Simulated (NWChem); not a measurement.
Basis-set dependence for Sn

```xyz
1

Sn     0.0000     0.0000     0.0000
```
Charge 0, spin multiplicity 3.

The numbers come from NWChem runs, not from measurements.

Hartree-Fock energies in Ha, correlation energies in mHa.

Effective core potentials replace the inner electrons of Sn; spin-orbit coupling is left out. The correlated methods keep 4 core orbitals frozen. The stability of the SCF solutions was not checked. Open-shell Hartree-Fock references start from PBE0 orbitals. Coupled-cluster values serve here as a point of comparison, not as the truth.

```tsv
basis	functions	UHF	UMP2	SCS-UMP2	CCSD on ROHF	CCSD[T] on ROHF	CCSD(T) on ROHF	CCSD on UHF	CCSD[T] on UHF	CCSD(T) on UHF
def2-SVP	26	-213.33613	-56.1	-55.3	-74.0	-75.6	-75.6	-70.7	-72.2	-72.2
def2-TZVP	50	-213.33992	-264.6	-235.2	-265.2	-272.0	-271.5	-261.6	-268.1	-267.6
def2-QZVP	82	-213.34066	-472.9	-413.9	-445.7	-456.2	-455.9	not run	not run	not run
```

From def2-TZVP to def2-QZVP the Hartree-Fock energy moves by -0.7 mHa and the UMP2 correlation energy by -208.2 mHa, which is 44 % of its value in the larger set.
